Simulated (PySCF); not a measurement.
# What a mistake does to a calculation on BC2H8Si cation

Calculated results; nothing here was measured. They come from PySCF 2.14.0, an open-source quantum chemistry program, on an isolated molecule that a program drew, which may never have been made. The molecule is BC2H8Si cation (charge +1, singlet), drawn as the SMILES string `B[Si+](C)C`.

Each row is a Hartree-Fock (HF) and frozen-core CCSD(T) single point in the cc-pV(D+d)Z basis, meant for a local HF minimum. Run 1 is clean. Each other run has one planted mistake out of seven kinds, and not every kind appears here: one electron removed, one electron added, multiplicity raised by two, geometry at a saddle point, minimal basis STO-3G, one bond length entered in bohr, all coordinates scaled. The reference is restricted for singlets and unrestricted otherwise, and also for a bond in bohr. Adding or removing an electron swaps singlet and doublet. Electrons count all cores. HOMO and LUMO are orbital energies over both spins, the gradient is its largest component, and the lowest frequency (negative if imaginary) is given only where the gradient is small. Bond lengths are over the 11 bonds as drawn. T1 is the CCSD diagnostic: over 0.02 (restricted) or 0.045 (unrestricted) a single reference is doubtful.

Geometry of the clean run:
```xyz
12
BC2H8Si cation, angstrom
B    -1.1953    0.7999    2.4732
Si   -0.5468    0.1508    0.6651
C     0.0466    1.3409   -0.6091
C    -0.5366   -1.6433    0.2495
H    -0.4233    0.8599    3.3790
H    -2.3384    1.1110    2.6018
H     0.8333    0.9022   -1.2270
H     0.3904    2.2817   -0.1774
H    -0.8031    1.5645   -1.2689
H    -0.7630   -1.8046   -0.8071
H    -1.2185   -2.2246    0.8711
H     0.4822   -2.0150    0.4255
```

```
run  electrons  basis functions  <S^2>  HOMO (eV)  LUMO (eV)  gradient (hartree/bohr)  lowest frequency (cm^-1)  mean bond (Å)  longest bond (Å)      T1  HF (hartree)  CCSD(T) (hartree)                          mistake
  1         38              105  0.000     -16.75      -4.31                  2.2e-05                        42         1.3325             2.028  0.0108    -393.74392         -394.26525                         no fault
  2         38              105  2.014     -12.84      -7.36                  3.8e-02                         -         1.3325             2.028  0.0171    -393.59876         -394.11911       multiplicity raised by two
  3         38              105  0.713     -16.16      -4.72                  1.8e-02                         -         1.4209             2.064  0.0560    -393.61382         -394.13299  one bond length entered in bohr
  4         37              105  0.770     -23.18     -14.37                  8.1e-02                         -         1.3325             2.028  0.0173    -393.17212         -393.67470                                ?
```

**Which mistake was planted in run 4, and what did it cost?**

It counts 37 electrons, one fewer than the clean run, at the same geometry and basis. So the mistake is: one electron removed. Subtracting run 1 and multiplying by 627.51 kcal/mol a hartree, the energy moved by 358.8 kcal/mol in HF and 370.6 kcal/mol in CCSD(T).

Cautions from the logs. Run 3: T1 is over the limit, so its CCSD(T) energy is less reliable.
